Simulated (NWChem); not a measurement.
Everything below was run with NWChem. System: AlBr$_{3}$, charge 0, spin multiplicity 1, at a geometry optimised with B3LYP/def2-SVP. The structure started from a generated list of species. Level: RHF/def2-TZVP.

Input file:

```
start mol
memory heap 200 mb stack 900 mb global 1100 mb
geometry units angstroms nocenter noautoz
  Al     0.000000     0.000000    -0.000001
  Br     0.000000     0.000000     2.245251
  Br    -1.944449     0.000000    -1.122625
  Br     1.944449     0.000000    -1.122625
  symmetry group C2v
end
basis spherical
  * library def2-tzvp
end
scf
  rhf
  nopen 0
  maxiter 100
  thresh 1e-7
  semidirect memsize 60000000 filesize 0
end
task scf energy
```

Part of the output:

```
             Northwest Computational Chemistry Package (NWChem) 7.3.0
             --------------------------------------------------------

                                NWChem Input Module
                                -------------------

 Scaling coordinates for geometry "geometry" by  1.889725989
 (inverse scale =  0.529177249)

 Turning off AUTOSYM since
 SYMMETRY directive was detected!

                             Geometry "geometry" -> ""
                             -------------------------

 Output coordinates in angstroms (scale by  1.889725989 to convert to a.u.)

  No.       Tag          Charge          X              Y              Z
 ---- ---------------- ---------- -------------- -------------- --------------
    1 Al                  13.0000     0.00000000     0.00000000    -0.00000100
    2 Br                  35.0000     0.00000000     0.00000000     2.24525100
    3 Br                  35.0000    -1.94444900     0.00000000    -1.12262500
    4 Br                  35.0000     1.94444900     0.00000000    -1.12262500

 Effective nuclear repulsion energy (a.u.)     821.7848276161

            Nuclear Dipole moment (a.u.)
            ----------------------------
        X                 Y               Z
 ---------------- ---------------- ----------------
     0.0000000000     0.0000000000     0.0000415740

      Symmetry information
      --------------------

 Group name             C2v
 Group number             16
 Group order               4
 No. of unique centers     3

      Symmetry unique atoms

     1    2    3


 Summary of "ao basis" -> "" (spherical)
 ------------------------------------------------------------------------------
       Tag                 Description            Shells   Functions and Types
 ---------------- ------------------------------  ------  ---------------------
 *                         def2-tzvp                  on all atoms

 Summary of "ao basis" -> "ao basis" (spherical)
 ------------------------------------------------------------------------------
       Tag                 Description            Shells   Functions and Types
[...]
   151     -0.275025  4 Br pz                47     -0.206808  2 Br px
    56      0.184553  2 Br px                50      0.182895  2 Br px
    97     -0.179101  3 Br pz               145      0.179101  4 Br pz
   106      0.159828  3 Br pz               154     -0.159828  4 Br pz

 Vector   60  Occ=0.000000D+00  E= 5.035847D-02  Symmetry=b2
              MO Center=  2.3D-14, -1.4D-13, -1.6D-06, r^2= 5.1D+00
   Bfn.  Coefficient  Atom+Function         Bfn.  Coefficient  Atom+Function
  ----- ------------  ---------------      ----- ------------  ---------------
    19      0.945394  1 Al py                16      0.376795  1 Al py
    57     -0.300342  2 Br py               105     -0.300341  3 Br py
   153     -0.300341  4 Br py

 Vector   61  Occ=0.000000D+00  E= 5.565809D-02  Symmetry=a1
              MO Center=  1.1D-13, -4.2D-14, -5.3D-06, r^2= 6.1D+00
   Bfn.  Coefficient  Atom+Function         Bfn.  Coefficient  Atom+Function
  ----- ------------  ---------------      ----- ------------  ---------------
     5      1.447841  1 Al s                 43     -0.404022  2 Br s
    91     -0.404024  3 Br s                139     -0.404024  4 Br s
    58      0.369353  2 Br pz               104     -0.319871  3 Br px
   152      0.319871  4 Br px                 4      0.303707  1 Al s
     3     -0.221682  1 Al s                106     -0.184676  3 Br pz

 Vector   62  Occ=0.000000D+00  E= 1.548713D-01  Symmetry=a1
              MO Center=  1.0D-12,  4.9D-16,  9.1D-02, r^2= 8.9D+00
   Bfn.  Coefficient  Atom+Function         Bfn.  Coefficient  Atom+Function
  ----- ------------  ---------------      ----- ------------  ---------------
    20      1.748208  1 Al pz                43     -1.069947  2 Br s
    91      0.534969  3 Br s                139      0.534969  4 Br s
    58      0.517793  2 Br pz               104      0.388290  3 Br px
   152     -0.388290  4 Br px                17      0.217971  1 Al pz
   106     -0.154749  3 Br pz               154     -0.154749  4 Br pz

 center of mass
 --------------
 x =   0.00000000 y =   0.00000000 z =   0.00000038

 moments of inertia (a.u.)
 ------------------
        2158.017956380733           0.000000000000           0.000000000000
           0.000000000000        4316.046755454237           0.000000000000
           0.000000000000           0.000000000000        2158.028799073503

  Mulliken analysis of the total density
  --------------------------------------

    Atom       Charge   Shell Charges
 -----------   ------   -------------------------------------------------------
    1 Al  13    12.24   2.00  0.65  1.34  0.65  0.05  2.92  2.28  0.81  0.85  0.13  0.20  0.25  0.10
    2 Br  35    35.25   2.00  2.00  1.16  0.78  0.98  0.98  6.00  5.94  1.25  2.85  1.28  8.98  1.02 -0.01  0.03  0.00
    3 Br  35    35.25   2.00  2.00  1.16  0.78  0.98  0.98  6.00  5.94  1.25  2.85  1.28  8.98  1.02 -0.01  0.03  0.00
    4 Br  35    35.25   2.00  2.00  1.16  0.78  0.98  0.98  6.00  5.94  1.25  2.85  1.28  8.98  1.02 -0.01  0.03  0.00

       Multipole analysis of the density wrt the origin
       ------------------------------------------------

     L   x y z        total         open         nuclear
     -   - - -        -----         ----         -------
     0   0 0 0     -0.000000      0.000000    118.000000

     1   1 0 0      0.000000      0.000000      0.000000
     1   0 1 0     -0.000000      0.000000      0.000000
     1   0 0 1      0.000000      0.000000      0.000042

     2   2 0 0    -52.939223      0.000000    945.124073
     2   1 1 0     -0.000000      0.000000      0.000000
     2   1 0 1      0.000000      0.000000      0.000000
     2   0 2 0    -48.307512      0.000000      0.000000
     2   0 1 1      0.000000      0.000000      0.000000
     2   0 0 2    -52.939210      0.000000    945.119324

 Task  times  cpu:        6.0s     wall:        6.0s

 Total times  cpu:        6.0s     wall:        6.0s
```
